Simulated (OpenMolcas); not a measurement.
SnH3F (SMILES [F][SnH3]): name the method

The species is SnH3F (5 atoms), meant as a singlet with charge 0. As SMILES, `[F][SnH3]`. The coordinates come from a PBE0-D4/def2-TZVP relaxation.

```tsv
atom	x (Å)	y (Å)	z (Å)
F	-1.2850	0.7183	1.0050
Sn	0.1004	-0.0659	-0.0790
H	-0.5284	-0.0548	-1.6591
H	0.3189	-1.6265	0.5606
H	1.4441	0.9552	0.1310
```

Orbital energies are those of the mean-field step.

A calculation with OpenMolcas 26.06 gave:

The total energy is -6099.2422 Eh. The dipole moment is 2.06 D and the HOMO energy is -6.85 eV. The LUMO energy is -0.85 eV and the HOMO–LUMO gap is 6.00 eV. The largest force is 0.791 eV/Å.

Problem. Which of these levels gave the numbers?
A. B2PLYP/def2-TZVP (core potential)
B. HF/STO-3G
C. PBE/3-21G
D. MP2/def2-TZVP (core potential)

Solution. C. The others give -315.1653 Eh (MP2/def2-TZVP (core potential)), -315.7258 Eh (B2PLYP/def2-TZVP (core potential)), -6063.0721 Eh (HF/STO-3G).
